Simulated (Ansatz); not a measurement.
Job for Ansatz (a program for electronic structure): R-PBE0/def2-TZVPP on ZrS, 2S+1 = 1, a spin state set in the input, which need not be the lowest. Elements past Kr take the def2 small-core potentials; no spin–orbit coupling.

Ansatz 0.2 input:
```yaml
crystal:
  periodic: [false, false, false]
  atoms:
    - {symbol: Zr, position_ang: [0.00000000, 0.00000000, 0.00000000]}
    - {symbol: S, position_ang: [0.00000000, 0.00000000, 2.66000000]}
basis:
  gaussian:
    orbitals: def2-TZVPP
hamiltonian:
  xc: {name: PBE0}
relax: {f_tol: 0.002, max_steps: 120}
```

The log:

```
WARN ansatz: RAYON_NUM_THREADS=2 ignored (pool sized by the plan → 2); use --threads N
Functional definition: PBE0
integrals: 0.03 GiB planned
705 factors; their error is unknown
mean field: 0.27 GiB planned
mean field evaluation 1: about -12101.3276 eV, gradient 4.0e1 eV
mean field evaluation 2: about -11889.6721 eV, gradient 2.1e2 eV
mean field evaluation 4: about -12106.1884 eV, gradient 2.9e1 eV
mean field evaluation 8: about -12108.5663 eV, gradient 1.5e0 eV
mean field evaluation 16: about -12108.6041 eV, gradient 1.0e-3 eV
mean field -12108.60414168 eV, -444.9829946999 hartree, gradient 1.3e-5 eV, S^2 0.000000; 2 other end points of the search recorded, 0 dependent functions left out
the calculation of the forces begins
reference -12108.60416716 eV, -444.9829956365 hartree; 14, 14 occupied and 84, 84 virtual orbitals, 705 factors
relax step   1: F+E_penalty+E_count = -12108.60414168 eV  Δ(F+E_penalty+E_count) = +0.000e0 eV  max|allowed force component| = 5.513e0 eV/Å  Δτ_max = 0.0000 Å  (63 SCF iters, accepted)
these checks for a lower state are left out or cut short: starts, cluster_reference, orbital_swaps, neighbouring_geometries, increment
integrals: 0.03 GiB planned
705 factors; their error is unknown
mean field: 0.28 GiB planned
mean field evaluation 32: about -12110.0960 eV, gradient 2.7e1 eV
mean field -12110.44683676 eV, -445.0507124952 hartree, gradient 2.0e-5 eV, S^2 0.000000; 0 other end points of the search recorded, 0 dependent functions left out
the calculation of the forces begins
reference -12110.44686144 eV, -445.0507134021 hartree; 14, 14 occupied and 84, 84 virtual orbitals, 705 factors
relax step   2: F+E_penalty+E_count = -12110.44683676 eV  Δ(F+E_penalty+E_count) = -1.843e0 eV  max|allowed force component| = 2.897e0 eV/Å  Δτ_max = 0.1950 Å  (40 SCF iters, accepted)
these checks for a lower state are left out or cut short: starts, cluster_reference, orbital_swaps, neighbouring_geometries, increment
integrals: 0.03 GiB planned
705 factors; their error is unknown
mean field: 0.28 GiB planned
mean field -12110.00706853 eV, -445.0345513108 hartree, gradient 1.8e-5 eV, S^2 0.000000; 0 other end points of the search recorded, 0 dependent functions left out
the calculation of the forces begins
reference -12110.00709298 eV, -445.0345522095 hartree; 14, 14 occupied and 84, 84 virtual orbitals, 705 factors
relax step   3: F+E_penalty+E_count = -12110.00706853 eV  Δ(F+E_penalty+E_count) = +4.398e-1 eV  max|allowed force component| = 7.836e0 eV/Å  Δτ_max = 0.1569 Å  (38 SCF iters, rejected (line search))
these checks for a lower state are left out or cut short: starts, cluster_reference, orbital_swaps, neighbouring_geometries, increment
integrals: 0.03 GiB planned
705 factors; their error is unknown
mean field: 0.28 GiB planned
mean field -12110.64195094 eV, -445.0578828089 hartree, gradient 1.5e-5 eV, S^2 0.000000; 0 other end points of the search recorded, 0 dependent functions left out
the calculation of the forces begins
reference -12110.64197539 eV, -445.0578837076 hartree; 14, 14 occupied and 84, 84 virtual orbitals, 705 factors
relax step   4: F+E_penalty+E_count = -12110.64195094 eV  Δ(F+E_penalty+E_count) = -1.951e-1 eV  max|allowed force component| = 6.626e-1 eV/Å  Δτ_max = 0.0524 Å  (35 SCF iters, accepted)
these checks for a lower state are left out or cut short: starts, cluster_reference, orbital_swaps, neighbouring_geometries, increment
integrals: 0.03 GiB planned
705 factors; their error is unknown
mean field: 0.28 GiB planned
mean field evaluation 64: about -12110.6498 eV, gradient 2.6e-5 eV
mean field -12110.64980310 eV, -445.0581713705 hartree, gradient 2.6e-5 eV, S^2 0.000000; 0 other end points of the search recorded, 0 dependent functions left out
the calculation of the forces begins
reference -12110.64982752 eV, -445.0581722681 hartree; 14, 14 occupied and 84, 84 virtual orbitals, 705 factors
relax step   5: F+E_penalty+E_count = -12110.64980310 eV  Δ(F+E_penalty+E_count) = -7.852e-3 eV  max|allowed force component| = 1.060e-1 eV/Å  Δτ_max = 0.0138 Å  (32 SCF iters, accepted)
these checks for a lower state are left out or cut short: starts, cluster_reference, orbital_swaps, neighbouring_geometries, increment
integrals: 0.03 GiB planned
705 factors; their error is unknown
mean field: 0.28 GiB planned
mean field -12110.64999429 eV, -445.0581783968 hartree, gradient 2.0e-5 eV, S^2 0.000000; 0 other end points of the search recorded, 0 dependent functions left out
the calculation of the forces begins
reference -12110.65001872 eV, -445.0581792945 hartree; 14, 14 occupied and 84, 84 virtual orbitals, 705 factors
relax step   6: F+E_penalty+E_count = -12110.64999429 eV  Δ(F+E_penalty+E_count) = -1.912e-4 eV  max|allowed force component| = 2.219e-4 eV/Å  Δτ_max = 0.0018 Å  (34 SCF iters, accepted)
integrals: 0.03 GiB planned
705 factors; their error is unknown
mean field: 0.28 GiB planned
mean field -12110.64999429 eV, -445.0581783968 hartree, gradient 2.0e-5 eV, S^2 0.000000; 1 other end points of the search recorded, 0 dependent functions left out
the calculation of the forces begins
reference -12110.65001872 eV, -445.0581792945 hartree; 14, 14 occupied and 84, 84 virtual orbitals, 705 factors
Total energy: -12110.65001872 eV, -445.0581792945 hartree
Atom 0 at     0.000000    -0.000000     0.259310 Å, force     0.000000     0.000000    -0.000222 eV/Å
Atom 1 at    -0.000000     0.000000     2.400690 Å, force    -0.000000    -0.000000     0.000222 eV/Å
Dipole moment:    -0.000000     0.000000    -0.745602 e Å
```

Self-consistency was reached.

Cost: around 16 core-seconds (rough).
